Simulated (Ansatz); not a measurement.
Cartesian coordinates in Å:
```
C -1.4929 -0.6315 1.4802
O -0.0828 -0.6926 1.3660
B 0.5301 -0.1833 0.2702
S 2.3536 -0.2763 0.1512
O -0.2062 0.3853 -0.7183
C 0.3873 0.9288 -1.8779
H -1.7632 -1.1082 2.4221
H -1.9785 -1.1583 0.6551
H -1.8426 0.4039 1.4854
H 2.4981 -0.8947 1.3325
H 1.0627 1.7514 -1.6256
H -0.4126 1.3087 -2.5129
H 0.9470 0.1668 -2.4281
```

Total charge 0; spin multiplicity 1.

Task: List the ωB97M-V/def2-TZVPP orbital energies in eV (Ansatz 0.2.0). (An estimate is asked.)

Result: The calculation gave: Occupied: -2426.47, -526.56, -526.35, -282.90, -282.68, -220.49, -189.24, -163.60, -163.51, -163.43, -32.22, -31.37, -23.31, -22.44, -21.97, -17.68, -16.81, -15.94, -15.91, -15.18, -14.70, -13.71, -12.39, -12.21, -11.95, -11.10, -10.88, -9.59. Lowest empty: 2.22, 2.96, 3.00, 3.25, 3.61, 4.40, 4.69, 4.88.
